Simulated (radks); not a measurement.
Results of a calculation; reference values are marked as such.
Initial-state core-level shifts of the chlorine ion Cl3+ when its valence configuration changes from [Ne] 3s2 3p2. Code: a radial shooting solver on a logarithmic mesh with Libxc functionals. Model: Dirac Kohn-Sham, PBE, spin-unpolarised, spherical densities, point nucleus; open shells are shared between the two j in proportion to 2j + 1. Shifts are changes of the shell-averaged eigenvalues in eV (positive: less bound).

valence,1s,2s,2p
3s1 3p3,-1.057,-1.098,-1.070
3p4,-2.079,-2.168,-2.112
3s1.5 3p2.5,-0.533,-0.553,-0.539
3s0.5 3p3.5,-1.572,-1.636,-1.595
